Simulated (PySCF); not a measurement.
Ga: ionisation energy

Ga [Ar] 3d10 4s2 4p1 (2P) → Ga⁺ [Ar] 3d10 4s2 (1S), as a difference of total energies. All numbers are calculated (PySCF 2.14, a scalar-relativistic core potential, in aug-cc-pVDZ-PP with ECP10MDF (5s4p3d, 32 functions)). Correlated levels: valence: 3s2 3p6 3d10 frozen. The calculations carry no spin-orbit coupling.

| method | ionisation energy (eV) | error (eV) |
| --- | --- | --- |
| UHF | 5.521 | -0.410 |
| BP86 | 6.033 | +0.102 |
| LDA | 5.987 | +0.056 |
| MP2 (valence) | 5.673 | -0.258 |
| SCS-MP2 (valence) | 5.651 | -0.280 |
| CCSD (valence) | 5.738 | -0.193 |
| CCSD(T) (valence) | 5.753 | -0.178 |

Reference: 5.931 eV (measured; NIST levels, between the centres of gravity of the two terms).

Errors of the correlated levels include the incompleteness of this basis and the frozen core.
